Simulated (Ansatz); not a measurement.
```xyz
6

C    -0.0097    0.0227   -0.7581
C     0.0072   -0.0235    0.7665
O     0.0038    1.0573   -1.3634
O     0.0017   -1.0642    1.3672
H     0.0028   -0.9767   -1.2434
H    -0.0011    0.9897    1.2497
```

Basis set: cc-pVDZ (spherical functions). Left uncorrelated: 4 orbitals. Charge 0, multiplicity 1.

Computed with Ansatz (development build ahead of 0.2.0); each method stands on the lowest determinant of its kind that the runs found. Restricted open shells among the atoms or ions are ROHF, correlated in semicanonical orbitals with singles.

The atomization energy at this shape (free ground-state atoms in the same class of orbitals less the molecule, no zero-point energy) of singlet C₂H₂O₂:

```
 method  atomization energy
RHF-MP2       2526.4 kJ/mol
```

Problem. What does RHF give?

Solution. 1763.3 kJ/mol.
